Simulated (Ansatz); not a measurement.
Cost and result for the atomization energy of CH₇BFNSi (`C[SiH](F)BN`) (12 atoms, 11 bonds).

Cartesian coordinates in Å:
```
C -0.553 -1.017 1.645
Si -0.002 -0.846 -0.129
F -1.314 -0.992 -1.074
B 0.848 0.923 -0.572
N 0.252 1.712 -1.542
H -1.051 -1.975 1.811
H 0.314 -0.966 2.310
H -1.241 -0.217 1.927
H 0.880 -2.001 -0.470
H 1.841 1.336 -0.041
H -0.582 1.433 -2.035
H 0.607 2.610 -1.828
```

The species carries charge 0 and has multiplicity 1. The geometry is a stationary point of PBE0-D4/def2-TZVP. It is one conformer, not always the lowest. Program: Ansatz. All runs use 4 threads of an AMD EPYC 9R45 on a shared host. Times are those of one run each, without the atoms' runs, and a repeat can differ threefold. Electronic energies, without spin–orbit coupling; frozen cores. CCSD(T)/CBS adds CCSD(T) − MP2 in def2-TZVPP to the MP2 limit, and its time is that of the two runs behind it. T1 = 0.012.

CCSD(T)/CBS is a level of theory with its own doubt, some kJ/mol a heavy atom from the limit and from the frozen cores, so smaller differences don't rank the functionals.

```
                           level  functions  wall time  atomization (kcal/mol)  difference from CCSD(T)/CBS  per bond
            revPBE-D4/def2-TZVPP        264     0.75 s                  1061.7                         -9.6      -0.9
              BLYP-D4/def2-TZVPP        264     0.75 s                  1071.8                          0.5       0.0
              PBE0-D4/def2-TZVPP        264        1 s                  1071.0                         -0.3       0.0
             BHLYP-D4/def2-TZVPP        264      1.1 s                  1049.9                        -21.4      -1.9
         CAM-B3LYP-D4/def2-TZVPP        264      1.2 s                  1081.1                          9.8       0.9
           r2SCANh-D4/def2-TZVPP        264      1.6 s                  1068.1                         -3.2      -0.3
                CCSD(T)/def2-SVP        109      1.7 s                  1009.0                        -62.3      -5.7
               B2PLYP/def2-TZVPP        264      1.9 s                  1063.4                         -7.9      -0.7
               B97M-V/def2-TZVPP        264      2.6 s                  1075.2                          3.9       0.4
ωB97M-V/def2-TZVPP (with forces)        264      3.4 s                  1076.5                          5.2       0.5
                  MP2/def2-QZVPP        508      7.5 s                  1074.0                          2.7       0.2
              CCSD(T)/def2-TZVPP        264       44 s                  1043.8                        -27.5      -2.5
               CCSD(T)/CBS(def2)          –       51 s                  1071.3                          0.0       0.0
```

Leaving LDA and LC-ωPBE aside and taking each functional with its dispersion term where it has one, the values, not all of them listed here, spread over 36.5 kcal/mol, from BHLYP-D4 to PBE-D4. LDA lies +129.4 kcal/mol from PBE without D4, its usual overbinding. The D4 term adds +8.1 kcal/mol with B3LYP and +4.3 kcal/mol with PBE0; it sums over pairs of atoms, weighted by their polarisabilities, and B3LYP, whose exchange is more repulsive, gets the larger term. From PBE to PBE0 (25 % exact exchange), in def2-TZVPP and without D4, the atomization energy moves by −14.6 kcal/mol: exact exchange takes away binding that semilocal exchange gives to molecules.

B3LYP here is the variant with VWN-RPA as its local correlation; programs differ in this.
